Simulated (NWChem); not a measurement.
# ZnO; SMILES [O]=[Zn]

```xyz
2

Zn     0.0000     0.0000    -0.3820
O      0.0000     0.0000     1.3120
```
Atoms are numbered in this order, from 1.

Results from NWChem. Pople sets run with spherical d functions. All runs use the structure optimised with PBE0/def2-SVP. Static field.

```csv
level,basis functions,isotropic polarisability (bohr³),anisotropy (bohr³)
PBE0/6-31G*,48,33.6,13.9
PBE0/def2-SVP,45,27.5,18.2
PBE0/def2-SVPD,57,37.2,19.5
PBE0/def2-TZVP,79,?,?
PBE0/def2-TZVPD,91,38.1,18.5
```

### Question
Complete the blanks.

### Answer

- PBE0/def2-TZVP, isotropic polarisability (bohr³): 35.6
- PBE0/def2-TZVP, anisotropy (bohr³): 16.5
